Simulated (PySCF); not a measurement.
Distorted geometries of WOF3

WOF3 (doublet). PySCF 2.14.0, UKS r2SCAN, W def2-SVP with ECP60, O def2-SVP, F def2-SVP; non-relativistic Hamiltonian with scalar-relativistic core potentials where named; density fitting; no spin-orbit coupling. Relaxed geometry:

```xyz
5

W    -0.0462    0.0947   -0.0511
O     1.0524    1.1701    0.6783
F    -1.2526   -1.1575    0.6737
F     1.0881   -1.1689   -0.7959
F    -1.3519    1.2524   -0.6797
```

Question: Order these distorted geometries by energy above the relaxed one, lowest first.
A.
```xyz
5

W    -0.0113    0.0778   -0.0375
O     1.0725    1.1540    0.6777
F    -1.2110   -1.1479    0.6434
F     1.0123   -1.1547   -0.8203
F    -1.3726    1.2616   -0.6381
```
B.
```xyz
5

W    -0.1220    0.1903    0.0029
O     1.2741    1.1571    0.6208
F    -1.3352   -1.1442    0.7092
F     1.1690   -1.1161   -0.4768
F    -1.4961    1.1038   -1.0308
```
C.
```xyz
5

W     0.0194    0.1318   -0.0805
O     1.1014    1.1441    0.7614
F    -1.1648   -1.0937    0.6370
F     1.0845   -1.1917   -0.8235
F    -1.5507    1.2002   -0.6693
```

Answer: A (0.16 eV), C (0.33 eV), B (0.83 eV).

Question: Which forces (eV/Å) act in the one that lies 0.16 eV up?

Answer: 
```
W   -2.45  2.66 -0.32
O    0.80  0.61  0.53
F   -0.92 -0.81  0.60
F    1.75 -1.77 -1.19
F    0.81 -0.69  0.39
```
Forces carry noise of the integration grid, about 0.01 to 0.03 eV/Å.

No frequency check is given that shows the relaxed geometry to be a minimum. Open shells may have lower solutions than the one found.
